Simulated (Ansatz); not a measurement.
Ansatz (an electronic-structure program) input (CCSD(T)/def2-SVPD):

Ansatz 0.2 input:
```yaml
crystal:
  periodic: [false, false, false]
  atoms:
    - {symbol: Pd, position_ang: [-0.00000000, -0.00000000, -0.03278078]}
    - {symbol: H, position_ang: [0.00000000, 0.00000000, 1.50791597]}
basis:
  gaussian:
    orbitals: def2-SVPD
magnetization: {spin_polarized: true, initial_magnetization: 1}
correlation: {method: ccsd_t, electrons: outside_noble_gas}
output: {forces: true}
```

End of the output:

```
determinant -3468.32830777 eV, -127.4587143932 hartree, with singles and doubles -3474.73746736 eV, -127.6942466639 hartree
determinant -3468.32071824 eV, -127.4584354830 hartree, with singles and doubles -3474.19520673 eV, -127.6743189532 hartree
determinant -3468.14221615 eV, -127.4518756522 hartree, with singles and doubles -3473.93263782 eV, -127.6646697237 hartree
determinant -3467.95535513 eV, -127.4450086364 hartree, with singles and doubles -3473.80908915 eV, -127.6601293939 hartree
determinant -3467.79692995 eV, -127.4391866184 hartree, with singles and doubles -3473.76899627 eV, -127.6586560075 hartree
determinant -3467.76713195 eV, -127.4380915623 hartree, with singles and doubles -3473.90457263 eV, -127.6636383472 hartree
4 core orbitals not correlated
reference -3471.05403703 eV, -127.5588830959 hartree; 6, 5 occupied and 32, 33 virtual orbitals, 416 factors
densities: 0.11 GiB planned
second order -6.42417702 eV of doubles, -0.00000000 eV of singles
coupled cluster: 0.10 GiB planned
cycle   1  -6.57236013 eV  change   -1.5e-3 eV  update   2.7e-3
cycle   2  -6.57509422 eV  change   -2.7e-3 eV  update   1.8e-3
cycle   3  -6.57525861 eV  change   -1.6e-4 eV  update   8.1e-4
cycle   4  -6.57570727 eV  change   -4.5e-4 eV  update   4.6e-4
cycle   5  -6.57656932 eV  change   -8.6e-4 eV  update   1.8e-4
cycle   6  -6.57675321 eV  change   -1.8e-4 eV  update   6.0e-5
cycle   7  -6.57676260 eV  change   -9.4e-6 eV  update   2.0e-5
cycle   8  -6.57676476 eV  change   -2.2e-6 eV  update   7.7e-6
cycle   9  -6.57676472 eV  change    4.2e-8 eV  update   3.2e-6
cycle  10  -6.57676520 eV  change   -4.9e-7 eV  update   1.4e-6
cycle  11  -6.57676543 eV  change   -2.3e-7 eV  update   8.0e-7
cycle  12  -6.57676525 eV  change    1.8e-7 eV  update   3.9e-7
cycle  13  -6.57676505 eV  change    2.0e-7 eV  update   2.0e-7
perturbative correction -0.21152949 eV, -0.0077735654 hartree
the calculation of the forces begins
Total energy: -3477.84233157 eV, -127.8083483190 hartree
Atom 0 at    -0.000000    -0.000000    -0.032781 Å, force    -0.000000    -0.000000     0.198148 eV/Å
Atom 1 at     0.000000     0.000000     1.507916 Å, force    -0.000000     0.000000    -0.198148 eV/Å
Dipole moment:     0.000000    -0.000000    -0.502405 e Å
```

The spin state was set by rule; other spins were not relaxed.
